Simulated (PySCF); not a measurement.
# TDDFT excited states: C5H4F4O

Compound: C5H4F4O.
InChI=1S/C5H4F4O/c1-2-3(4(6)10)5(7,8)9/h2H,1H3/b3-2-

Computed with PySCF 2.14.0, density-fitted response routines, TDDFT PBE0/def2-SVPD, vertical, gas phase, core orbitals frozen in the response. The structure is a single GFN2-xTB conformer in the gas phase; no vibrational or solvent corrections. Torsions of this conformer, `[CH3:1]/[CH:2]=[C:3](/[C:4](=[O:5])[F:6])[C:7]([F:8])([F:9])[F:10]`: C2–C3–C4–O5 180°, C2–C3–C7–F8 118°.

| state | E (eV) | λ (nm) | f | \|μ\| (D) | main configurations (H = HOMO, L = LUMO) |
| --- | --- | --- | --- | --- | --- |
| S1 | 5.12 | 242.4 | 0.0000 | 0.02 | H-1→L (96%) |
| S2 | 6.23 | 198.9 | 0.465 | 4.44 | H→L (96%) |
| S3 | 6.91 | 179.4 | 0.0013 | 0.22 | H-2→L (97%) |
| S4 | 7.63 | 162.4 | 0.0003 | 0.11 | H-4→L (90%) |
| S5 | 7.79 | 159.1 | 0.029 | 0.99 | H-3→L (91%) |
| S6 | 8.03 | 154.4 | 0.0000 | 0.02 | H-1→L+2 (76%), H-8→L (10%) |
| S7 | 8.12 | 152.8 | 0.0035 | 0.34 | H→L+1 (96%) |
| S8 | 8.39 | 147.7 | 0.0011 | 0.19 | H-5→L (99%) |

Triplets (Tamm–Dancoff): T1 3.76 eV, H→L (95%); T2 4.66 eV, H-1→L (92%); T3 6.15 eV, H-3→L (74%), H→L+2 (10%), H-3→L+2 (9%).

The lowest singlet lies at 5.12 eV (242 nm, ultraviolet) and is dark (f under 0.0005); its leading configuration is HOMO-1→LUMO (96%). The strongest level in the table is S2 at 6.23 eV (199 nm, f = 0.465). Löwdin shares by element: HOMO carbon 69% or more, oxygen 10% (atoms not listed hold the other 21%); LUMO carbon 64% or more, oxygen 15% (atoms not listed hold the other 22%). The listed states span 3.28 eV, and the widest gap between neighbours is 1.12 eV (S1 to S2). Orbital energies (eV): HOMO-3 -11.32, HOMO-2 -11.00, HOMO-1 -9.43, HOMO -9.11, LUMO -2.50, LUMO+1 0.23, LUMO+2 0.53. The oscillator strengths of these states sum to 0.500; summed over the whole spectrum of an exact calculation they would give the number of electrons, 78 (Thomas–Reiche–Kuhn). No computed singlet lies in the visible range (380 to 750 nm); the lowest, at 242 nm, stands 1.85 eV above its violet end (3.26 eV). Singlets were solved by full linear response, triplets in the Tamm–Dancoff approximation.
